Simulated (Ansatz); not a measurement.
Stepwise reaction of `[Cl][In]([Cl])[SeH]` with hydrogen, as a gas-phase model of exchange steps in deposition or etching. ΔE in kJ/mol; ΔG adds harmonic PBE0-D4 terms to CCSD(T)/CBS, at 1 bar.

Computed with Ansatz on PBE0-D4/def2-TZVP structures; ΔE is electronic, products minus reactants. CCSD(T)/CBS adds triple-zeta CCSD(T) − MP2 to the extrapolated MP2 energy (def2 sets, frozen cores). This one scheme is used for every species. Functionals use def2-TZVPP. B3LYP here is the variant with VWN-RPA as its local correlation; programs differ in this. def2 core potentials past Kr. For In, Se outer-core shells are correlated without core-valence functions, which leaves a few kJ/mol of doubt a bond. Scalar relativity is left out up to krypton. One conformer a species, not always the lowest.

| step | reaction | PBE-D4 | B3LYP-D4 | ωB97M-V | CCSD(T)/CBS | ΔG(600 K) |
| --- | --- | --- | --- | --- | --- | --- |
| 1 | `[Cl][In]([Cl])[SeH]` + H₂ → `[Cl][InH][SeH]` + HCl | 86.1 | 89.1 | 85.9 | 91.0 | 82.2 |

Problem. Give the row of step 2, `[Cl][InH][SeH]` + H₂ → `[SeH][InH2]` + HCl. (Best estimate.)

Solution. The calculation gave: 
```
step                                     reaction  PBE-D4  B3LYP-D4  ωB97M-V  CCSD(T)/CBS  ΔG(600 K)
   2  `[Cl][InH][SeH]` + H₂ → `[SeH][InH2]` + HCl   100.7     103.7    100.3        106.3       97.5
```

Problem. By hand: ΔE of the 2 steps together at CCSD(T)/CBS.

Solution. (91.0) + (106.3) = 197.3 kJ/mol, or 98.7 kJ/mol a step.

In ΔE each step is higher than the one before. All are uphill at CCSD(T)/CBS. ΔG lies between 82.2 and 97.5 kJ/mol a step. PBE-D4 differs from CCSD(T)/CBS by -5.6 to -4.9 kJ/mol a step. Isolated molecules leave out the surface, adducts and barriers. Largest T1 diagnostic: 0.013.
